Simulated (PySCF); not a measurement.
Z-matrix (Å, degrees):
```
Zr
S 1 2.4350
H 2 1.3643 1 88.18
S 1 2.4420 2 110.04 3 -71.52
H 4 1.3639 1 88.47 2 -163.16
S 1 2.4443 2 110.14 3 169.53
H 6 1.3609 1 92.25 2 -96.62
S 1 2.4499 2 107.15 3 49.66
H 8 1.3607 1 93.27 2 -146.67
```
Charge 0, spin multiplicity 1.

Problem. Predict the LUMO, HOMO, dipole moment, charge on the central atom (Mulliken) and total energy from PBE-D3(BJ)/def2-TZVP // TPSS-D3(BJ)/def2-SVP (PySCF 2.14.0).

Solution. 
```json
{
 "LUMO": "-3.24 eV",
 "HOMO": "-6.71 eV",
 "dipole_moment": "1.38 D",
 "charge on the central atom (Mulliken)": "0.90 e",
 "total_energy": "-1641.8216 Ha"
}
```
